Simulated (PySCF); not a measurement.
```xyz
5

Br    -1.1191     1.8716     0.2367
Si     0.0000     0.0000     0.0000
Br    -1.0649    -1.3174    -1.3936
Br     1.9987     0.4382    -0.7905
Br     0.1853    -0.9924     1.9474
```

Charge 0, multiplicity 1.

Task: Give the Mulliken and meta-Löwdin atomic charges from M06-2X/def2-TZVP // PBE0-D3(BJ)/def2-TZVP run with PySCF.

Result: 
| atom | Mulliken (e) | meta-Löwdin (e) |
|---|---|---|
| Br1 | -0.14 | -0.20 |
| Si2 | 0.55 | 0.82 |
| Br3 | -0.14 | -0.20 |
| Br4 | -0.14 | -0.20 |
| Br5 | -0.14 | -0.20 |
